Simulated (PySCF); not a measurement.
Symmetry of computed structures. Level of theory: PBE0-D3(BJ)/def2-SVP geometry optimisation, gas phase (PySCF). The symmetry is that of the one conformer found, every atom within 0.08 Å of its image; none is proved a minimum here. Atoms past krypton carry def2 core potentials.

(1) What symmetry has `[CH:1]#[C:2][P@@:3]([CH3:4])(=[O:5])[C:6]([CH3:7])=[O:8]` with C2–P3–C6–C7 -95°?

(2) `[Br:1][c:2]1[cH:3][p:4][cH:5][o:6]1`: symmetry, top, dipole?

(3) Point group, rotor type and polarity of `C=CC#CC#CC#N` (vinylcyanodiacetylene)?

(4) Sn(tBu)H3, `[H][Sn]([H])([H])[C](C)(C)C`: symmetry, top, dipole?

## Answers

(1) C1; asymmetric top; symmetry number 1; this conformer is chiral (no improper operation); dipole 2.24 D.

(2) Cs; near-prolate asymmetric top; symmetry number 1; 2 operations, which sort the 8 atoms into 8 sets; dipole 0.12 D, in the ab plane, which is the mirror; A, B, C = 7532, 947.5, 841.6 MHz; heavy atoms equivalent by symmetry: none.

(3) Cs; near-prolate asymmetric top; symmetry number 1; 2 operations, which sort the 11 atoms into 11 sets; dipole 6.02 D, in the ab plane, which is the mirror.

(4) C3; prolate symmetric top; symmetry number 3; 3 operations, which sort the 17 atoms into 7 sets; dipole 0.96 D, along the axis.
